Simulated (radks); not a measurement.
All-electron atom: Bi2+ in [Hg] 6p1.

Calculated with a radial shooting solver on a logarithmic mesh with Libxc functionals: Dirac Kohn-Sham, PBE, spin-unpolarised, spherical densities, finite nucleus; open shells are shared between the two j in proportion to 2j + 1; Fermi nuclear charge, rms radius 5.5211 fm.

Energy parts (eV):
total: -587058.66
kinetic: 685693.10
electron-nucleus: -1486273.17
Hartree: 224352.28
exchange-correlation: -10830.87

Orbitals (lengths in bohr, moments of r in powers of bohr; r(max) is where P^2 peaks; r(90%) holds 90 % of the orbital's charge):
| orbital | occ. | eigenvalue (eV) | r(90%) | <r> | r(max) | <r^2> |
|---|---|---|---|---|---|---|
| 1s1/2 | 2 | -90469.02 | 0.0290 | 0.01580 | 0.009661 | 0.0003465 |
| 2s1/2 | 2 | -16255.95 | 0.103 | 0.06579 | 0.05643 | 0.005190 |
| 2p1/2 | 2 | -15626.70 | 0.0902 | 0.05388 | 0.04119 | 0.003643 |
| 2p3/2 | 4 | -13307.29 | 0.102 | 0.06293 | 0.04902 | 0.004823 |
| 3s1/2 | 2 | -3936.869 | 0.252 | 0.1710 | 0.1588 | 0.03361 |
| 3p1/2 | 2 | -3650.773 | 0.244 | 0.1615 | 0.1478 | 0.03049 |
| 3p3/2 | 4 | -3131.468 | 0.266 | 0.1780 | 0.1636 | 0.03680 |
| 3d3/2 | 4 | -2659.906 | 0.240 | 0.1545 | 0.1269 | 0.02802 |
| 3d5/2 | 6 | -2549.794 | 0.247 | 0.1595 | 0.1312 | 0.02972 |
| 4s1/2 | 2 | -917.0541 | 0.541 | 0.3770 | 0.3564 | 0.1606 |
| 4p1/2 | 2 | -792.3088 | 0.548 | 0.3777 | 0.3537 | 0.1625 |
| 4p3/2 | 4 | -664.3360 | 0.597 | 0.4124 | 0.3855 | 0.1933 |
| 4d3/2 | 4 | -460.7743 | 0.619 | 0.4161 | 0.3763 | 0.1999 |
| 4d5/2 | 6 | -436.8839 | 0.635 | 0.4271 | 0.3859 | 0.2105 |
| 5s1/2 | 2 | -174.7152 | 1.18 | 0.8320 | 0.7719 | 0.7754 |
| 4f5/2 | 6 | -172.7495 | 0.693 | 0.4380 | 0.3399 | 0.2291 |
| 4f7/2 | 8 | -167.2587 | 0.703 | 0.4442 | 0.3444 | 0.2355 |
| 5p1/2 | 2 | -131.4328 | 1.27 | 0.8854 | 0.8072 | 0.8834 |
| 5p3/2 | 4 | -106.7927 | 1.40 | 0.9747 | 0.8833 | 1.071 |
| 5d3/2 | 4 | -46.2841 | 1.80 | 1.203 | 1.016 | 1.669 |
| 5d5/2 | 6 | -43.2593 | 1.87 | 1.244 | 1.046 | 1.787 |
| 6s1/2 | 2 | -30.6405 | 2.98 | 2.070 | 1.838 | 4.807 |
| 6p1/2 | 0.333333 | -21.1936 | 3.55 | 2.435 | 2.114 | 6.684 |
| 6p3/2 | 0.666667 | -18.4816 | 3.93 | 2.698 | 2.351 | 8.195 |

The highest occupied level is 6p3/2 at -18.482 eV. The electron density at the nucleus is 2.969e+06 e/bohr^3. For comparison, the ionisation energy in NIST's Atomic Spectra Database is 25.571 eV (measured). In exact Kohn-Sham theory the highest level is minus the ionisation energy, but local and semilocal functionals leave it too shallow, through self-interaction and a potential that decays too fast; potentials with the right tail come closer. Summed over all electrons, <r^2> = 49.65 bohr^2, which gives a Langevin (diamagnetic) susceptibility term of -39.3 x 10^-6 cm^3/mol. The density falls to 0.001 e/bohr^3 at r = 3.92 bohr.

Beside tabulated values, note that spin-unpolarised runs miss the spin-polarisation part of the exchange energy of open shells.
